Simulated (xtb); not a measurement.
C4H5NSi, SMILES C#C[SiH](N)C#C. All values are semi-empirical tight-binding results from xtb (GFN2-xTB unless named), good for trends rather than for accurate numbers. Geometry optimised at GFN2-xTB. This is a generated structure with no PubChem entry under its InChIKey; it may be hypothetical. The values are those of a single conformer.

Optimised geometry:

```xyz
11

C      2.5860    -0.3228    -0.8129
C      1.5284    -0.2617    -0.2466
Si    -0.0985    -0.1373     0.6305
N     -0.7768    -1.7224     0.5771
C     -1.0692     1.1741    -0.2664
C     -1.7214     2.0018    -0.8446
H      3.5123    -0.3829    -1.3088
H      0.0298     0.2271     2.0439
H     -0.7402    -2.2456    -0.2826
H     -1.6445    -1.9027     1.0542
H     -2.2832     2.7343    -1.3504
```

```yaml
orbital_gap: 4.76 eV
dipole_moment: 1.19 D
zero_point_energy: 44.3 kcal/mol
G − E(el) at 298.15 K (modified RRHO): 23.7 kcal/mol
static polarisability (D4 model): 77.2 bohr³
solvation energy, GFN2-xTB/ALPB(water): -3.0 kcal/mol
solvation energy, GFN2-xTB/ALPB(methanol): -7.1 kcal/mol
```

Problem. Give the atomic charges and the Wiberg bond orders between heavy atoms. (An estimate is asked for; the answer gives what the named calculation found.)

Solution. charges (e) C1 -0.09, C2 -0.12, Si3 0.50, N4 -0.40, C5 -0.13, C6 -0.09, H7 0.07, H8 -0.09, H9 0.15, H10 0.14, H11 0.06. Bond orders C1–C2 2.94, C2–Si3 0.89, Si3–N4 1.12, Si3–C5 0.89, C5–C6 2.93.
